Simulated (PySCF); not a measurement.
Molecule: SMILES C(#C)C(=C)/C=C/F, C6H5F.

Structure with atom numbers: `[CH:1]#[C:2][C:3](=[CH2:4])/[CH:5]=[CH:6]/[F:7]`; H(Xn) means a hydrogen on atom n. Ha(C4) is cis to C2; Hb(C4) is trans to C2.

Geometry PBE0-D3(BJ)/def2-SVP throughout; GIAO in PySCF 2.14.0 with density-fitted response routines, gas phase, one conformer, non-relativistic; equivalent atoms averaged; functional PBE0.

**Question.** How do the absolute shieldings σ depend on the basis set? (a selection of nuclei; ppm; last column core-seconds on 1 thread of an Arm Neoverse N1, shared host)

**Answer.** 
```
    basis set  functions    C6    C4    C3    C5     C2  H(C6)  Ha(C4)  Hb(C4)  H(C5)  core-s
     pcSseg-0         73  19.8  50.8  60.6  66.6  106.4  25.27   26.81   26.92  26.99      10
       6-31G*        108  43.2  70.9  75.0  85.8  121.4  24.76   26.48   26.63  26.40      17
      cc-pVDZ        123  41.2  69.5  70.9  83.1  119.8  24.11   25.71   25.81  25.55      19
     def2-SVP        123  38.8  66.8  69.9  81.0  116.8  24.37   25.82   25.92  25.59      19
  aug-cc-pVDZ        206  40.0  69.8  68.9  81.4  118.6  23.80   25.58   25.63  25.12      44
6-311+G(2d,p)        219  24.1  55.9  56.1  68.2  104.1  24.02   25.80   25.87  25.34      48
    def2-TZVP        247  22.7  55.2  54.4  68.0  104.2  24.02   25.76   25.83  25.32      58
      cc-pVTZ        280  24.5  56.6  56.3  69.6  105.2  23.91   25.58   25.64  25.18      70
     IGLO-III        295  16.3  48.8  48.7  61.6   99.7  23.89   25.67   25.72  25.17      72
     pcSseg-2        322  15.3  47.8  47.9  61.2   99.0  23.77   25.49   25.57  25.04      93
```

**Question.** Which nucleus among those listed moves most, in ppm?

**Answer.** C6 (alkene CH): from 15.3 ppm with pcSseg-2 to 43.2 ppm with 6-31G*. The smallest spread is 1.33 ppm, at Ha(C4). Proton shifts span only some 12 ppm, so a few tenths of a ppm matter as much there as several ppm in carbon.

**Question.** Taking the largest basis, pcSseg-2 (322 functions), as the yardstick, rank the others by their worst heavy-atom deviation.

**Answer.** IGLO-III 1.0 ppm (295 functions), def2-TZVP 7.5 ppm (247 functions), 6-311+G(2d,p) 8.8 ppm (219 functions), cc-pVTZ 9.2 ppm (280 functions), pcSseg-0 12.7 ppm (73 functions), def2-SVP 23.6 ppm (123 functions), aug-cc-pVDZ 24.7 ppm (206 functions), cc-pVDZ 25.9 ppm (123 functions), 6-31G* 27.9 ppm (108 functions).

A small basis that lands close on one nucleus may do so by chance; judge by the trend and by all nuclei.
